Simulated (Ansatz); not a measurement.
Consider the formal hydrolysis of a C–S bond: `S[CH2][GeH3]` + H₂O → `O[CH2][GeH3]` + H₂S.

Calculated with Ansatz (gas phase, PBE0-D4/def2-TZVP geometries, no zero-point term in ΔE). CCSD(T)/CBS adds triple-zeta CCSD(T) − MP2 to the extrapolated MP2 energy (def2 sets, frozen cores). This one scheme is used for every species. Functionals use def2-TZVPP. For Ge outer-core shells are correlated without core-valence functions, which leaves a few kJ/mol of doubt a bond. Scalar relativity is left out up to krypton. Each species was taken in one conformer, which may not be the lowest.

```tsv
level	ΔE (kcal/mol)
ωB97X-V	11.3
LC-ωPBE	11.6
CCSD(T)/def2-SVP	8.3
HF/def2-TZVPP	9.3
```

Task: What does CCSD(T)/CBS give? (An estimate is asked.)

Result: Computed: +14.0 kcal/mol. The listed levels differ from it by -2.7, -2.4, -5.7, -4.7 kcal/mol.

Largest T1 diagnostic among the species: 0.011.

Leaving LDA and LC-ωPBE aside and taking each functional with its dispersion term where it has one, the values, not all of them listed here, spread over 2.9 kcal/mol, from CAM-B3LYP-D4 to PBE-QIDH. The D4 term adds +1.4 kcal/mol with B3LYP and +0.7 kcal/mol with PBE0; it sums over pairs of atoms, weighted by their polarisabilities, and B3LYP, whose exchange is more repulsive, gets the larger term. In def2-TZVPP, CCSD(T) changes the Hartree–Fock value by +3.2 kcal/mol (the triples alone add +0.6 kcal/mol) and MP2 by +5.5 kcal/mol.

B3LYP here is the variant with VWN-RPA as its local correlation; programs differ in this.
